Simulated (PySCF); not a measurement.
**Spinor energies of Pt⁵⁹⁺ (platinum, charge +59)**

Start: [Ar] 3d1; 3d5/2 filled at m_j = +5/2. Calculated with PySCF 2.14 in an even-tempered Gaussian basis (15 s from 18 bohr⁻², ratio 2.8; 12 p from 24 bohr⁻², ratio 2.8; 8 d from 24 bohr⁻², ratio 2.8; 3 f from 72 bohr⁻², ratio 3): generalised Hartree-Fock with the X2C-1e Hamiltonian and a Gaussian nucleus; one run each with spin-orbit coupling (SO) screened by Boettger's factors, then bare. This is a chosen level, not necessarily the ground level.

```csv
spinor shell,electrons,"ε, screened SO (eV)","ε, bare SO (eV)",weight of nominal j (bare SO),"rms radius, bare SO (bohr)"
1s1/2,2,-83207.8,-83206.5,1.000,0.0194
2s1/2,2,-18262.2,-18261.9,1.000,0.0774
2p1/2,2,-17689.9,-17730.5,1.000,0.0654
2p3/2,4,-15932.9,-15920.7,1.000,0.0732
3s1/2,2,-7063.3,-7063.3,1.000,0.190
3p1/2,2,-6828.6,-6838.9,1.000,0.180
3p3/2,4,-6381.8,-6378.6,1.000,0.194
3d5/2,1,-6012.1,-6006.4,1.000,0.168
```

| quantity | screened SO | bare SO |
| --- | --- | --- |
| E (hartree) | -14801.70065 | -14803.01836 |
| M_J | 5/2 | 5/2 |
| ⟨J²⟩ | 8.750 | 8.750 |
| ⟨L²⟩ | 6.072 | 6.076 |
| ⟨S²⟩ | 0.821 | 0.826 |

Each row is a mean over spinors that exchange with the open shell spreads, by up to 29.054 eV (3p3/2).

Breit and QED terms are absent; they matter most for the inner s and p1/2 levels.

Densities and radii are taken from the X2C orbitals without a picture-change correction, which distorts them close to the nucleus.
